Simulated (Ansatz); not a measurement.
Relaxation of BBrClH3 (6 atoms, charge 0, multiplicity 1), to a largest force component of 0.03 eV/Å in at most 50 steps.

Level of theory: RKS PBE/def2-SVP in Ansatz.

```xyz
6
Properties=species:S:1:pos:R:3
B 0.059 -0.224 -0.026
H 0.138 -0.436 1.155
Cl 1.469 -0.572 -0.991
H -0.960 0.133 -0.567
Br 0.317 2.766 1.198
H 0.252 1.342 1.686
```

Q: Where does it end, and by what steps?

A: It converged. The force dipped under the threshold on the way, but the program's further checks kept it going. After 33 steps the energy has fallen by 0.092 eV; H6 moved furthest, 0.90 Å.

| step | energy less start (eV) | largest force component (eV/Å) | accepted |
| --- | --- | --- | --- |
| 0 | 0.0000 | 1.159 | yes |
| 2 | -0.0204 | 0.690 | no |
| 4 | -0.0492 | 0.103 | yes |
| 6 | -0.0510 | 0.056 | yes |
| 8 | -0.0533 | 0.196 | yes |
| 10 | -0.0570 | 0.130 | yes |
| 12 | -0.0577 | 0.518 | no |
| 14 | -0.0725 | 0.101 | yes |
| 16 | -0.0824 | 0.184 | yes |
| 18 | -0.0867 | 0.013 | yes |
| 20 | -0.0869 | 0.049 | yes |
| 22 | -0.0876 | 0.083 | yes |
| 24 | -0.0878 | 0.070 | yes |
| 26 | -0.0691 | 0.807 | no |
| 28 | -0.0896 | 0.146 | yes |
| 30 | -0.0904 | 0.035 | yes |
| 32 | -0.0896 | 0.302 | no |
| 33 | -0.0920 | 0.015 | yes |

```xyz
6
Properties=species:S:1:pos:R:3
B 0.017 -0.285 -0.117
H -0.074 -0.691 1.022
Cl 1.575 -0.440 -0.921
H -0.936 0.059 -0.782
Br 0.053 2.423 1.015
H 0.639 1.943 2.237
```

Whether the end is a true minimum wasn't checked by a vibrational analysis.

The run took 59 s on 1 thread of Intel(R) Xeon(R) Platinum 8259CL CPU @ 2.50GHz (Skylake/Cascade Lake), on a shared host, peak memory 0.17 GiB.
